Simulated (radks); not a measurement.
Trend from B to Tl: ionisation energy by Delta-SCF between NIST ground configurations, and size. Calculated with a radial shooting solver on a logarithmic mesh with Libxc functionals: Dirac Kohn-Sham, PBEsol, spin-unpolarised, spherical densities, finite nucleus; open shells fill j = l - 1/2 first; Fermi nuclear charge, rms radius of each element as measured or else 0.836 A^(1/3) + 0.57 fm.

| species | configuration | IE (eV) | NIST (eV) | kind | r at 0.001 e/bohr^3 (bohr) |
|---|---|---|---|---|---|
| B | [He] 2s2 2p1 | 8.142 | 8.298 | exp. | 3.91 |
| Al | [Ne] 3s2 3p1 | 5.747 | 5.986 | exp. | 4.55 |
| Ga | [Ar] 3d10 4s2 4p1 | 5.760 | 5.999 | exp. | 4.40 |
| In | [Kr] 4d10 5s2 5p1 | 5.577 | 5.786 | exp. | 4.61 |
| Tl | [Hg] 6p1 | 5.955 | 6.108 | exp. | 4.51 |

Reference values: NIST Atomic Spectra Database (measured). Spin polarisation and multiplet splitting are left out, so open shells lie too high by an amount that depends on their filling.

Beside tabulated values, note that spin-unpolarised runs miss the spin-polarisation part of the exchange energy of open shells.
